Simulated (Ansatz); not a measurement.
Reactions of CH₄AlCl₂FSi, SMILES `C[SiH](Cl)[Al]([F])[Cl]`.

Calculated with Ansatz (gas phase, PBE0-D4/def2-TZVP geometries, no zero-point term in ΔE). CCSD(T)/CBS is the MP2 limit (def2-TZVPP, def2-QZVPP) plus CCSD(T) − MP2 in def2-TZVPP, frozen cores. This one scheme is used for every species. DFT in def2-TZVPP. For Br outer-core shells are correlated without core-valence functions, which leaves a few kJ/mol of doubt a bond. Scalar relativity is left out up to krypton. Each species was taken in one conformer, which may not be the lowest.

| reaction | PBE-D4 (kcal/mol) | CCSD(T)/CBS(def2) (kcal/mol) |
| --- | --- | --- |
| `C[SiH](Cl)[Al]([F])[Cl]` + H₂S → `[F][Al]([SH])[Cl]` + `C[SiH2]Cl` | -22.4 | -26.3 |
| `C[SiH](Cl)[Al]([F])[Cl]` + `O[Si](O)(O)O` → `O[Si](O)(O)[O][Al]([F])[Cl]` + `C[SiH2]Cl` | -29.7 | -36.7 |
| `C[SiH](Cl)[Al]([F])[Cl]` + HBr → `[F][Al]([Cl])[Br]` + `C[SiH2]Cl` | -30.9 | -36.6 |
| `C[SiH](Cl)[Al]([F])[Cl]` + CH₃SH → `C[S][Al]([F])[Cl]` + `C[SiH2]Cl` | -21.3 | -25.0 |
| `C[SiH](Cl)[Al]([F])[Cl]` + CH₃OH → `C[O][Al]([F])[Cl]` + `C[SiH2]Cl` | -24.9 | -30.9 |

Largest T1 diagnostic: 0.011, for `O[Si](O)(O)[O][Al]([F])[Cl]`.
